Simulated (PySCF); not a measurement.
Sn(F)3(OSiH3) (F₃H₃OSiSn), SMILES [F][Sn]([O][SiH3])([F])[F].

The structure is a stationary point at PBE-D3(BJ)/def2-SVP. The structure was generated by enumeration; whether it is a known compound was not checked. The def2 effective core potentials stand for the cores of Sn; spin–orbit coupling is left out. The values are those of a single conformer.

Vertical ionisation energy (IE) and electron affinity (EA) in eV. Rows of orbital energies are one-electron estimates. Where ΔSCF, EOM or ADC give a negative EA the extra electron is unbound and the value depends on the basis.

```json
[
 {"level": "−ε(HOMO), −ε(LUMO), B3LYP/def2-TZVP (PySCF)", "IE": "___", "EA": "___"},
 {"level": "−ε(HOMO), −ε(LUMO), PBE/def2-TZVP (PySCF)", "IE": "8.07", "EA": "4.65"}
]
```

**Question.** Some entries are withheld; supply them. (Estimate from the structure and the level; the computed values follow.)

**Answer.** 
- −ε(HOMO), −ε(LUMO), B3LYP/def2-TZVP (PySCF), IE: 9.36
- −ε(HOMO), −ε(LUMO), B3LYP/def2-TZVP (PySCF), EA: 4.06
